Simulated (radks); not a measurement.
Trend from K2+ to Kr2+: ionisation energy by Delta-SCF between NIST ground configurations, and size. Method: Dirac Kohn-Sham, PBE, spin-unpolarised, spherical densities, point nucleus; open shells fill j = l - 1/2 first; computed with a radial shooting solver on a logarithmic mesh with Libxc functionals.

K2+: configuration [Ne] 3s2 3p5; configuration of the ion [Ne] 3s2 3p4; IE (eV) 46.777; NIST (eV) 45.803; kind semi-emp.; -e(HOMO) (eV) 39.099 (3p3/2)
Ca2+: configuration [Ar]; configuration of the ion [Ne] 3s2 3p5; IE (eV) 51.118; NIST (eV) 50.913; kind exp.; -e(HOMO) (eV) 42.926 (3p3/2)
Sc2+: configuration [Ar] 3d1; configuration of the ion [Ar]; IE (eV) 24.891; NIST (eV) 24.757; kind exp.; -e(HOMO) (eV) 17.928 (3d3/2)
Ti2+: configuration [Ar] 3d2; configuration of the ion [Ar] 3d1; IE (eV) 26.971; NIST (eV) 27.492; kind exp.; -e(HOMO) (eV) 19.698 (3d3/2)
V2+: configuration [Ar] 3d3; configuration of the ion [Ar] 3d2; IE (eV) 28.923; NIST (eV) 29.311; kind exp.; -e(HOMO) (eV) 21.336 (3d3/2)
Cr2+: configuration [Ar] 3d4; configuration of the ion [Ar] 3d3; IE (eV) 30.777; NIST (eV) 30.96; kind exp.; -e(HOMO) (eV) 22.876 (3d3/2)
Mn2+: configuration [Ar] 3d5; configuration of the ion [Ar] 3d4; IE (eV) 32.427; NIST (eV) 33.67; kind exp.; -e(HOMO) (eV) 24.234 (3d5/2)
Fe2+: configuration [Ar] 3d6; configuration of the ion [Ar] 3d5; IE (eV) 34.119; NIST (eV) 30.65; kind exp.; -e(HOMO) (eV) 25.622 (3d5/2)
Co2+: configuration [Ar] 3d7; configuration of the ion [Ar] 3d6; IE (eV) 35.753; NIST (eV) 33.5; kind semi-emp.; -e(HOMO) (eV) 26.957 (3d5/2)
Ni2+: configuration [Ar] 3d8; configuration of the ion [Ar] 3d7; IE (eV) 37.337; NIST (eV) 35.19; kind exp.; -e(HOMO) (eV) 28.246 (3d5/2)
Cu2+: configuration [Ar] 3d9; configuration of the ion [Ar] 3d8; IE (eV) 38.876; NIST (eV) 36.84; kind exp.; -e(HOMO) (eV) 29.495 (3d5/2)
Zn2+: configuration [Ar] 3d10; configuration of the ion [Ar] 3d9; IE (eV) 40.375; NIST (eV) 39.723; kind exp.; -e(HOMO) (eV) 30.709 (3d5/2)
Ga2+: configuration [Ar] 3d10 4s1; configuration of the ion [Ar] 3d10; IE (eV) 31.272; NIST (eV) 30.726; kind exp.; -e(HOMO) (eV) 26.067 (4s1/2)
Ge2+: configuration [Ar] 3d10 4s2; configuration of the ion [Ar] 3d10 4s1; IE (eV) 34.791; NIST (eV) 34.058; kind exp.; -e(HOMO) (eV) 29.246 (4s1/2)
As2+: configuration [Ar] 3d10 4s2 4p1; configuration of the ion [Ar] 3d10 4s2; IE (eV) 27.976; NIST (eV) 28.35; kind exp.; -e(HOMO) (eV) 22.891 (4p1/2)
Se2+: configuration [Ar] 3d10 4s2 4p2; configuration of the ion [Ar] 3d10 4s2 4p1; IE (eV) 31.166; NIST (eV) 31.70; kind exp.; -e(HOMO) (eV) 25.708 (4p1/2)
Br2+: configuration [Ar] 3d10 4s2 4p3; configuration of the ion [Ar] 3d10 4s2 4p2; IE (eV) 33.664; NIST (eV) 34.87; kind exp.; -e(HOMO) (eV) 27.931 (4p3/2)
Kr2+: configuration [Ar] 3d10 4s2 4p4; configuration of the ion [Ar] 3d10 4s2 4p3; IE (eV) 36.727; NIST (eV) 35.84; kind exp.; -e(HOMO) (eV) 30.656 (4p3/2)

Reference values: NIST Atomic Spectra Database (exp. = measured, semi-emp. = semi-empirical, theory = theoretical value adopted there). Spin polarisation and multiplet splitting are left out, so open shells lie too high by an amount that depends on their filling.

Beside tabulated values, note that spin-unpolarised runs miss the spin-polarisation part of the exchange energy of open shells.
